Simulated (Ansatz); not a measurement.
Born–Oppenheimer molecular dynamics of BClF2 (4 atoms, charge 0, multiplicity 1). It starts from a relaxed structure.

The calculation used RKS B3LYP-D4/def2-SVP in Ansatz 0.2.0.

```json
{"ensemble": "NVE (velocity Verlet)", "time step": "1 fs", "steps asked": "166", "starting velocities drawn for": "500 K", "seed": "93155"}
```

Frames 5 fs apart, positions in Å, forces in eV/Å.

Velocities at 90.0 fs (Å/ps):

```
B -3.52 -5.19 -3.63
F 1.87 1.14 1.64
Cl 2.65 0.46 0.34
F -4.82 0.96 -0.21
```

```xyz
4
Properties=species:S:1:pos:R:3:forces:R:3 time_fs=90.0 energy_less_start_eV=0.055 T=287
B 0.053 -0.048 -0.008 -0.34 0.63 -0.17
F -0.014 0.007 1.288 0.43 -0.23 0.94
Cl 1.533 0.006 -0.899 0.60 -0.18 -0.14
F -1.083 0.009 -0.640 -0.69 -0.23 -0.63
4
Properties=species:S:1:pos:R:3:forces:R:3 time_fs=95.0 energy_less_start_eV=0.046 T=323
B 0.033 -0.066 -0.024 0.07 0.94 0.77
F -0.003 0.011 1.299 0.26 -0.36 -0.37
Cl 1.547 0.008 -0.898 -0.01 -0.25 0.04
F -1.111 0.012 -0.645 -0.32 -0.32 -0.43
4
Properties=species:S:1:pos:R:3:forces:R:3 time_fs=100.0 energy_less_start_eV=0.054 T=294
B 0.015 -0.063 -0.025 0.18 0.95 0.55
F 0.012 0.011 1.306 0.01 -0.36 -0.87
Cl 1.562 0.008 -0.896 -0.64 -0.26 0.24
F -1.143 0.011 -0.655 0.44 -0.33 0.08
4
Properties=species:S:1:pos:R:3:forces:R:3 time_fs=105.0 energy_less_start_eV=0.066 T=247
B -0.001 -0.040 -0.016 0.17 0.60 -0.45
F 0.028 0.006 1.304 -0.22 -0.21 -0.51
Cl 1.572 0.006 -0.893 -1.07 -0.17 0.39
F -1.169 0.006 -0.664 1.12 -0.23 0.57
4
Properties=species:S:1:pos:R:3:forces:R:3 time_fs=110.0 energy_less_start_eV=0.073 T=217
B -0.011 -0.004 -0.015 0.36 0.04 -0.91
F 0.040 -0.002 1.295 -0.37 -0.01 -0.11
Cl 1.576 0.003 -0.887 -1.21 -0.01 0.36
F -1.181 -0.001 -0.666 1.21 -0.01 0.67
4
Properties=species:S:1:pos:R:3:forces:R:3 time_fs=115.0 energy_less_start_eV=0.065 T=251
B -0.014 0.034 -0.033 0.69 -0.52 -0.14
F 0.048 -0.009 1.284 -0.43 0.18 -0.27
Cl 1.571 0.000 -0.879 -1.00 0.15 0.12
F -1.179 -0.009 -0.660 0.73 0.19 0.30
4
Properties=species:S:1:pos:R:3:forces:R:3 time_fs=120.0 energy_less_start_eV=0.068 T=239
B -0.002 0.060 -0.053 0.54 -0.89 0.76
F 0.051 -0.015 1.269 -0.36 0.33 -0.32
Cl 1.559 -0.002 -0.870 -0.41 0.24 -0.28
F -1.167 -0.015 -0.650 0.23 0.31 -0.15
4
Properties=species:S:1:pos:R:3:forces:R:3 time_fs=125.0 energy_less_start_eV=0.079 T=195
B 0.021 0.066 -0.059 -0.35 -0.95 0.68
F 0.049 -0.016 1.251 -0.19 0.35 0.40
Cl 1.545 -0.003 -0.863 0.42 0.25 -0.72
F -1.152 -0.017 -0.642 0.13 0.35 -0.36
4
Properties=species:S:1:pos:R:3:forces:R:3 time_fs=130.0 energy_less_start_eV=0.094 T=137
B 0.036 0.053 -0.050 -0.90 -0.71 -0.07
F 0.045 -0.013 1.239 -0.07 0.24 1.51
Cl 1.534 -0.001 -0.861 1.01 0.19 -0.97
F -1.135 -0.014 -0.639 -0.03 0.28 -0.47
4
Properties=species:S:1:pos:R:3:forces:R:3 time_fs=135.0 energy_less_start_eV=0.071 T=226
B 0.034 0.023 -0.042 -0.34 -0.31 -0.14
F 0.039 -0.007 1.245 -0.06 0.10 1.66
Cl 1.529 0.001 -0.865 1.01 0.09 -0.87
F -1.120 -0.008 -0.642 -0.61 0.12 -0.65
4
Properties=species:S:1:pos:R:3:forces:R:3 time_fs=140.0 energy_less_start_eV=0.029 T=390
B 0.024 -0.013 -0.035 0.42 0.15 0.54
F 0.033 0.000 1.271 -0.10 -0.06 0.59
Cl 1.531 0.004 -0.875 0.59 -0.04 -0.52
F -1.111 0.000 -0.652 -0.91 -0.05 -0.62
4
Properties=species:S:1:pos:R:3:forces:R:3 time_fs=145.0 energy_less_start_eV=0.020 T=422
B 0.022 -0.045 -0.018 0.20 0.64 0.44
F 0.026 0.006 1.304 -0.13 -0.24 -0.42
Cl 1.537 0.007 -0.889 0.09 -0.17 -0.06
F -1.113 0.007 -0.670 -0.16 -0.22 0.04
```

Of the whole run (166 fs, mean temperature of the second half 253 K): The conserved energy stayed within 0.12 meV per atom of its start (net change 0.058 meV per atom), so the integration is sound. Over the second half the temperature averaged 0.51 of the 500 K drawn at the start: a run that starts near a minimum puts about half its kinetic energy into the potential. A run of 0.17 ps of so small a system gives no equilibrium averages.

Run time: 3.7 min on 1 thread of Arm Neoverse V2, with other jobs on the host, peak memory 0.1 GiB.
